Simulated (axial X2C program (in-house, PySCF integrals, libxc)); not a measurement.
**Levels of GaS by electron attachment to GaS⁺ (EOM-EA-CCSD)**

Computed with an in-house all-electron X2C program for linear molecules (integrals from PySCF): two-component X2C with atomic mean-field Coulomb and Gaunt terms, Gaussian nuclei, basis Ga dyall-acv3z, S dyall-av3z with contracted cores.

R = 1.908 Å (0.920 times 2.074 Å, the PBE0 minimum at charge 0 for the lowest determinant).

Levels of GaS obtained by attaching an electron to GaS⁺:

```json
{"Ω": "1/2", "binding energy (eV)": "9.442", "above lowest (cm⁻¹)": "0", "attached spinor": "41% Ga pσ, 28% S pσ, 23% Ga sσ", "one-particle weight": "0.95"}
{"Ω": "1/2", "binding energy (eV)": "5.314", "above lowest (cm⁻¹)": "33296", "attached spinor": "58% Ga pπ, 16% Ga dπ, 13% S dπ", "one-particle weight": "0.75"}
{"Ω": "1/2", "binding energy (eV)": "2.842", "above lowest (cm⁻¹)": "53233", "attached spinor": "73% Ga sσ, 19% Ga pσ", "one-particle weight": "0.98"}
```

This point took 25 s on 1 thread of Arm Neoverse V2, with other jobs on the host.

Reference electrons by ω block (each with its −ω partner): 1/2: 16, 3/2: 6, 5/2: 1. 18 electrons of GaS⁺ correlated (inner shells frozen), 84 natural virtual spinors (a truncated set); levels can be off by some tenths of an eV. Roots sought by Ω: (1/2: 5, 3/2: 4, 5/2: 2, 7/2: 1); the list ends where they run out and leaves out roots under 60 % one-particle weight. The solver can skip a root, and states that need a further excitation, which the method places far too high, are missing though they may lie low or lowest. T1 of the reference 0.024 (Lee–Taylor). The reference was not checked to be the lowest state of its species. Number of frozen shells: Ga 3 s, 2 p; S 2 s, 1 p. Left out with split weight: Ω = 1/2 at 3.20 eV (0.42), Ω = 3/2 at 5.27 eV (0.60).
